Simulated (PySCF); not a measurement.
Polarisability and C₆ of Sb (antimony, neutral)

[Kr] 4d10 5s2 5p3, high-spin 4S determinant. All numbers are calculated (PySCF 2.14, the spin-free X2C one-electron Hamiltonian (Gaussian nucleus), in aug-cc-pVQZ-DK3 (9s8p6d3f2g, 102 functions)). Coupled (time-dependent) response in atomic units; α is the mean over directions.

```json
{"method": "PW91", "mean α (bohr³)": "47.79", "C₆ (like pair)": "523.1", "S(−4)": "692.3"}
```

S(−4) is the Cauchy moment in α(ω) = α(0) + S(−4) ω² + …

Reference α: 43 ± 2 bohr³ (recommended; Schwerdtfeger and Nagle, table of static dipole polarizabilities (2023 update)). Published C₆: 492.0 (Chu and Dalgarno (2004); Tang, Norbeck and Certain (1976)).

α(iu) at PW91:

```
u (hartree)  α(iu) (bohr³)
          0          47.79
     0.0500          46.14
      0.100          42.01
      0.200          31.91
      0.300          23.67
      0.500          13.86
      0.750          8.231
       1.00          5.541
       1.50          3.139
       2.00          2.087
       3.00          1.148
       5.00         0.5030
```

A single London oscillator, α(iu) = α/(1 + u²/ω²), gives C₆ = (3/4) ω α². Matching the computed C₆ needs ω = 4 × 523.1 / (3 × 47.79²) = 0.305 hartree.
